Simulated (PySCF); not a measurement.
**Unknown compound**

Molecular formula: C₅H₅NO₂. Simulated spectra:

1H NMR (400 MHz, computed): δ 7.26 (br s, 1H), 6.94 (br s, 1H), 6.29 (br s, 1H), 3.47 (s, 2H).

13C{1H} NMR (computed): δ 170.4 (C), 141.3 (CH2), 138.8 (C), 122.9 (C), 19.1 (CH2).

All values are calculated (PySCF): structure optimised with GFN2-xTB, NMR shieldings at PBE0/pcSseg-1/GIAO. One conformer, gas phase, non-relativistic, fast rotation and ring inversion assumed for equivalent nuclei.

References, each an isolated molecule treated in the same way: 1H (31.72 ppm) and 13C (186.93 ppm) against TMS.

Problem. Which candidate is it?
A. C=C(C#N)C(=O)OC
B. NC(=O)C#CCC=O
C. [O-][n+]1ccc(O)cc1
D. C=C(CC#N)C(=O)O

Solution. D. 

The formula gives 4 degrees of unsaturation (no ring in the answer). 5 carbon signals for 5 carbons: no two carbons are equivalent. Carbon types of the structure: 3 × C, 2 × CH2, leaving 1 H on heteroatoms. δC 170.4: carboxylic acid carbon; lone-pair donation from the attached heteroatom keeps it upfield of a ketone carbonyl. δC 141.3: β carbon of a C=C–C=O unit; conjugation with the carbonyl draws π density from the β position. δC 138.8: α carbon of a C=C–C=O unit; the olefinic region. δC 122.9: nitrile carbon; C≡N carbons fall here, among the sp2 signals but without a proton. δH 7.26, 6.94: hydrogen on a β carbon of a C=C–C=O unit; a vinylic proton, deshielded by the sp2 carbon and the C=C anisotropy.

The others: NC(=O)C#CCC=O would give 2 signals for carbon-bound and other non-exchanging H, not 3; [O-][n+]1ccc(O)cc1 would give 3 carbon signals, not 5; C=C(C#N)C(=O)OC has carbons computed at 169.3, 153.7, 122.4, 120.1, 54.9, with a different DEPT pattern.

Exchangeable OH/NH protons stand at their gas-phase positions; hydrogen bonding in a real sample shifts them, mostly to higher δ. Shifts are as computed. Against solution values, carbons near 30 ppm lie about +3 ppm off and those near 130 ppm about +5 ppm (rms about the fit 2.1 ppm; single classes can miss by 10 ppm). Of 1328 compounds with measured shifts, 309 miss one by over three times the rms of a fit or turn the order of signals round; such compounds aren't used in these exercises. Signals without a measured value on file couldn't be tested in this way; 1H shifts scatter by 0.2 ppm about their fit, and single ones miss by 0.5 ppm. Hydrogen bonding in solution deshields acid and N–H amide carbonyl carbons by as much as 10 ppm beyond these values. No couplings were computed; multiplicities are counted from neighbouring protons, with m where these are inequivalent, close in shift, in a saturated or five-membered ring or joined by F or P, and br s for small geminal =CH2 splittings.
